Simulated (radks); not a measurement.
Numerical settings for the molybdenum ion Mo2+, [Kr] 4d4. Method: Dirac Kohn-Sham, PBE, spin-unpolarised, spherical densities, finite nucleus; open shells are shared between the two j in proportion to 2j + 1; Fermi nuclear charge, rms radius 4.4091 fm; computed with a radial shooting solver on a logarithmic mesh with Libxc functionals. The defaults (mesh step 0.008 in ln r, mesh end at 40 bohr or more with all orbitals vanishing there, Anderson mixing 0.5 over 9 steps, residual threshold near 1e-9 with the energy settled to 1e-9 hartree or 1e-11 of itself, here a cap of 79 iterations) give E = -4048.3236 hartree and 4d5/2 at -20.724 eV in 14 iterations. Run on one thread of a shared host, so times are rough (Arm Neoverse N1): 0.15 s of CPU time, 0.15 s wall, 14 iterations on 2198 mesh points. Changes against that run (0 stands for a change within the tolerance of the run):

setting,iterations,converged,E (mhartree),e(4d5/2) (meV),CPU (s)
mesh step in ln r 0.03,14,yes,0,0,0.05
mesh step in ln r 0.02,14,yes,0,0,0.07
mesh step in ln r 0.12,2,no,diverged,-,0.01
mesh end (bohr) 2,14,level above zero,+6.44e+03,+4.57e+04,0.1
mesh end (bohr) 5,14,yes,+12.1,+415,0.13
residual threshold 1e-13,23,yes,0,0,0.19
residual threshold 1e-16,79,no,0,0,0.41
mixing 1.5,14,yes,0,0,0.15
"linear mixing, mixing 1",79,no,+129,-3.98e+03,0.93
"linear mixing, mixing 0.05",79,no,+0.0148,-138,0.64
mixing history 3,14,yes,0,0,0.15
iteration cap 2,2,no,+1.18e+03,-1.69e+04,0.03

Settled on a wrong energy, with an occupied level pushed above zero by the early mesh end: mesh end (bohr) 2 (+6.44 hartree). Apart from these: settings that end as converged yet miss the energy by more than 1 mhartree: mesh end (bohr) 5 (+0.0121 hartree). A mesh that ends early acts as a hard wall.
